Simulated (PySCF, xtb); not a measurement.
C2H4FNSi, SMILES N1=C[SiH2][C@@H]1F.

Harmonic wavenumbers (cm⁻¹) from GFN2-xTB (xtb) at its own minimum, in rising order: 160, 254, 396, 434, 539, 568, 582, 660, 731, 792, 854, 989, 1063, 1113, 1203, 1273, 1620, 2295, 2334, 2912, 3049.

Q: What does PBE-D3(BJ)/def2-SVP run with PySCF give at its own minimum? (Estimate from the structure and the level; the computed values follow.)

A: 176, 265, 395, 525, 533, 597, 648, 737, 782, 873, 914, 960, 1110, 1133, 1230, 1297, 1550, 2127, 2172, 2965, 3062. Paired by order, the mean absolute difference is 52 cm⁻¹ and the zero-point energies are 34.0 and 34.4 kcal/mol.
